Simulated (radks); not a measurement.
Q: Ionisation of neutral lead, [Hg] 6p2, to [Hg] 6p1 as the strength of local exchange is varied. Method: Dirac Kohn-Sham, Slater X-alpha exchange (alpha = 2/3 is LDA exchange), no correlation, spin-unpolarised, spherical densities, point nucleus; open shells fill j = l - 1/2 first; computed with a radial shooting solver on a logarithmic mesh with Libxc functionals.

alpha  E(Pb) (hartree)  exchange (hartree)  IE (eV)  -e of the level emptied (eV)  <r> of it (bohr)
0.575      -20857.9084           -318.4783    5.903                 2.682 (6p1/2)             3.279
0.65       -20899.4924           -360.7695    6.453                 3.139 (6p1/2)             3.176
0.667      -20908.9301           -370.3795    6.581                 3.247 (6p1/2)             3.154
0.75       -20955.0723           -417.4261    7.223                 3.794 (6p1/2)             3.053
0.785      -20974.5616           -437.3282    7.501                 4.035 (6p1/2)             3.013
0.857      -21014.7130           -478.3878    8.090                 4.548 (6p1/2)             2.937
1.007      -21098.6175           -564.4377    9.379                 5.695 (6p1/2)             2.797
?          -20952.2896           -414.5860    7.183                 3.760 (6p1/2)             3.059

Which alpha was used in the last row?

A: alpha = 0.745. NIST Atomic Spectra Database: 7.417 eV (measured). The Delta-SCF value meets it near alpha = 0.77. Spin polarisation and multiplet splitting are left out, so open shells lie too high by an amount that depends on their filling.

Beside tabulated values, note that spin-unpolarised runs miss the spin-polarisation part of the exchange energy of open shells.
